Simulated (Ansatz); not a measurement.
Relaxation of CH₂OSeSi (6 atoms, charge 0, multiplicity 1), to a largest force component of 0.015 eV/Å in at most 40 steps.

All numbers below come from RKS revPBE-D4/def2-SVP (Ansatz).

```xyz
6
Properties=species:S:1:pos:R:3
O 0.530 -0.667 -2.229
Si -0.170 -0.659 -0.780
C 0.072 0.341 0.625
Se -0.400 0.093 2.356
H 1.379 -0.285 -2.445
H 0.494 -1.053 2.673
```

Problem. Where does it end, and by what steps?

Solution. The forces met the threshold. After 11 steps the energy has fallen by 0.423 eV; C3 moved furthest, 0.56 Å.

```
step  energy less start (eV)  largest force component (eV/Å)  accepted
   0                  0.0000                           1.705       yes
   1                 -0.1962                           0.991       yes
   2                 -0.2870                           0.926       yes
   3                 -0.3361                           1.005       yes
   4                 -0.3790                           0.921       yes
   5                 -0.3105                           0.617        no
   6                 -0.4178                           0.269       yes
   7                 -0.3970                           0.269        no
   8                 -0.4224                           0.076       yes
   9                 -0.4229                           0.027       yes
  10                 -0.4230                           0.020       yes
  11                 -0.4230                           0.012       yes
```

```xyz
6
Properties=species:S:1:pos:R:3
O 0.562 -0.521 -2.330
Si -0.531 -0.749 -1.048
C 0.120 -0.206 0.497
Se -0.097 0.273 2.183
H 1.404 -0.103 -2.070
H 0.447 -0.924 2.968
```

Time of the run: 16 s on 1 thread of Intel(R) Xeon(R) 6975P-C (Granite Rapids), on a shared host, peak memory 0.16 GiB.
